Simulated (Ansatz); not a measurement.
`FBB(F)F` + H₂Se → `FB[SeH]` + `FBF` at 500 K and 1 bar (cleavage of the B–B bond).

Program: Ansatz. Geometries: PBE0-D4/def2-TZVP. ΔE: electronic, gas phase. CBS: MP2 limit from def2 TZ/QZ plus the TZ coupled-cluster correction, frozen cores. This one scheme is used for every species. For Se outer-core shells are correlated without core-valence functions, which leaves a few kJ/mol of doubt a bond. Scalar relativity is left out up to krypton. Each species was taken in one conformer, which may not be the lowest.

```csv
species,CCSD(T)/CBS energy (Eh),H − E (kJ/mol),S (J/(mol·K))
`FBB(F)F`,-349.71808,98.8,361.5
H₂Se,-2401.89790,53.1,237.8
`FB[SeH]`,-2526.56401,88.4,315.6
`FBF`,-225.09427,67.7,269.5
```

H − E and S are ideal-gas, rigid-rotor, harmonic terms from PBE0-D4/def2-TZVP, for one conformer and one mirror image of each species. 1 Eh = 2625.50 kJ/mol, R = 8.31446 J/(mol·K).

**Question.** By hand: ΔE, ΔH, ΔS and ΔG.

**Answer.** ΔE = (-2526.56401) + (-225.09427) − (-349.71808) − (-2401.89790) = -0.04230 Eh = -111.1 kJ/mol. Δ(H − E) = 88.4 + 67.7 − 98.8 − 53.1 = 4.2, so ΔH = -106.9 kJ/mol. ΔS = 315.6 + 269.5 − 361.5 − 237.8 = -14.2 J/(mol·K). ΔG = -106.9 − 500 × (-14.2)/1000 = -99.8 kJ/mol.

**Question.** By hand: the equilibrium constant, and the temperature at which ΔG would vanish if ΔH and ΔS stayed fixed.

**Answer.** log₁₀ K = −ΔG/(RT ln 10) = 10.4. ΔG = 0 at ΔH/ΔS = 7528 K, far beyond where these terms or the molecules hold.

The number of gas molecules stays the same, so ΔS is small and ΔH decides. A doubt of 5 kJ/mol in ΔE shifts log₁₀ K by 0.5 here. Other conformers and mirror images would add mixing entropy, several J/(mol·K) or more a flexible species. Modes under 60 cm⁻¹, often nearly free rotors, make the harmonic entropy too high. These are equilibria of isolated gas molecules and say nothing of rates. Largest T1 diagnostic: 0.014 (customary marks: 0.02 for closed shells, 0.045 for open ones).
